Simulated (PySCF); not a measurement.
# Correlation energy of As²⁺ (arsenic, charge +2)

[Ar] 3d10 4s2 4p1, 2P determinant. All numbers are calculated (PySCF 2.14, the spin-free X2C one-electron Hamiltonian (Gaussian nucleus), in cc-pVTZ-DK). Frozen: [Ar] 3d10; 3 electrons correlated.

MP2 pair energies summed by pair of shells (mhartree):

| pair | energy | share (%) |
| --- | --- | --- |
| 4s-4s | -22.16 | 55.5 |
| 4s-4p | -17.74 | 44.5 |

Total MP2 correlation energy: -39.90 mhartree.

Same-spin part -2.63 and opposite-spin part -37.26 mhartree; SCS-MP2 scales them by 1/3 and 6/5 to -45.59 mhartree.

```tsv
level	correlation energy (mhartree)
CCSD	-54.02
(T)	-0.71
CCSD(T)	-54.73
```

Diagnostics: T1 = 0.0085, D1 = 0.0197, largest double amplitude 0.096.

Problem. Is a single reference adequate?

Solution. Mostly. T1 lies below 0.03, but a double amplitude of this size points to a near-degeneracy that CCSD handles and MP2 describes poorly.
